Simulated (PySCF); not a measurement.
Potential energy curve for SnH, doublet.

Methods: UKS-PBE = unrestricted PBE/def2-TZVP, def2 effective core potentials past Kr (PySCF 2.14.0); UKS-TPSSh = unrestricted TPSSh/def2-TZVP, def2 effective core potentials past Kr run with PySCF; UCCSD(T) = PySCF with CCSD(T) on UHF/def2-TZVP, 4 core orbitals frozen, def2 effective core potentials past Kr.

Energies relative to the lowest point of each curve near equilibrium, in kJ/mol; the last columns give the difference from UCCSD(T):

```
R / Å  UKS-PBE  UKS-TPSSh  UCCSD(T)  UKS-PBE − UCCSD(T)  UKS-TPSSh − UCCSD(T)
-----  -------  ---------  --------  ------------------  --------------------
1.32     223.6      219.6     215.1                 8.5                   4.6
1.42     118.2      114.2     109.9                 8.4                   4.3
1.52      54.4       51.0      47.5                 6.9                   3.5
1.58      30.5       27.6      24.8                 5.6                   2.8
1.67       9.0        7.4       5.8                 3.2                   1.5
1.74       1.5        0.9       0.3                 1.2                   0.6
1.78       0.0        0.0       0.0                 0.0                   0.0
1.83       0.4        1.2       1.8                -1.5                  -0.6
1.90       4.3        6.3       7.8                -3.5                  -1.4
1.94       8.0       10.7      12.5                -4.5                  -1.8
2.08      26.8       32.0      34.5                -7.7                  -2.5
2.22      51.0       58.8      61.0               -10.0                  -2.2
```

UKS-PBE is furthest from UCCSD(T) at 2.22 (-10.0 kJ/mol, below); its mean absolute difference over the points is 5.1 kJ/mol.

UKS-TPSSh is furthest from UCCSD(T) at 1.32 (4.6 kJ/mol, above); its mean absolute difference over the points is 2.2 kJ/mol.

The scan ran from 1.32 to 7.03 Å; beyond the distances shown one of the unrestricted levels run for this scan, shown here or not, changes its spin distribution in one step.
